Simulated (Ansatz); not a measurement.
C$_{2}$H$_{4}$BClO$_{2}$, SMILES `C=COB(O)Cl`. Charge 0, multiplicity 1.

Z-matrix (Å, degrees):
```
C
C 1 1.321
H 1 1.081 2 119.6
H 1 1.083 2 121.4 3 -179.9
O 2 1.367 1 121.1 3 180.0
H 2 1.085 1 123.6 3 -0.0
B 5 1.353 2 122.4 1 179.7
O 7 1.353 5 121.6 2 -0.1
Cl 7 1.768 5 117.2 2 179.9
H 8 0.959 7 113.4 5 180.0
```

Give the diagnostics of a CCSD(T)/def2-TZVPP run (frozen core, the Gaussian-basis code of Ansatz). (Best estimate.)

Computed: T1 = 0.0123, largest single amplitude 0.026, largest double 0.063, (T) share of the correlation energy 4.0 %, 9 CCSD cycles. The RHF solution is stable towards an unrestricted one. T1 lies under the customary mark of 0.02 for closed shells.
